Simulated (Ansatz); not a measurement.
The same path of B₂ClFH₅NSn (11 atoms, charge 0, multiplicity 1) was run twice with different band settings. The coordinate that changes most is the dihedral N4–B5–Sn6–H10.

These are results of RKS B3LYP-D4/def2-SVP in Ansatz, not measurements.

Relaxed end points:

```xyz
11
Properties=species:S:1:pos:R:3
F -1.465 -0.583 1.123
B -1.081 0.654 1.387
Cl -1.932 1.546 2.653
N -0.007 1.258 0.669
B 0.788 0.716 -0.375
Sn 0.521 -1.385 -1.205
H 0.208 2.212 0.955
H 1.647 1.433 -0.830
H 1.666 -1.674 -2.464
H 0.764 -2.601 -0.009
H -1.044 -1.632 -1.883
```

```xyz
11
Properties=species:S:1:pos:R:3
F -0.754 -0.778 1.608
B -0.662 0.540 1.673
Cl -1.214 1.347 3.143
N -0.130 1.292 0.584
B 0.364 0.832 -0.664
Sn 0.432 -1.360 -1.267
H -0.108 2.299 0.738
H 0.766 1.674 -1.431
H 1.405 -2.306 -0.207
H -1.134 -2.077 -1.308
H 1.102 -1.520 -2.850
```

Common settings: movable images 7; climbing image yes; spring 5.0 eV/Å²; optimiser quadratic models (default); start path through a guess of the saddle point; end points relaxed.

| run | force threshold | iteration limit |
| --- | --- | --- |
| 1 | 0.05 eV/Å | 38 |
| 2 | 0.5 eV/Å | 42 |

**Question.** What does each run give, and how far can it be trusted?

**Answer.** Run 1: converged after 15 iterations, highest image 0.047 eV above the first end. A vibrational analysis at the climbing image gives one clearly imaginary mode, 74i cm⁻¹: a first-order saddle point.
Run 2: converged after 7 iterations, highest image 0.182 eV above the first end. The threshold of 0.5 eV/Å is loose, so the images may lie well off the minimum-energy path. The order of the stationary point at the top wasn't checked. Another band between the same ends, with other settings, climbed to 0.05 eV only, so this may not be the lowest route.
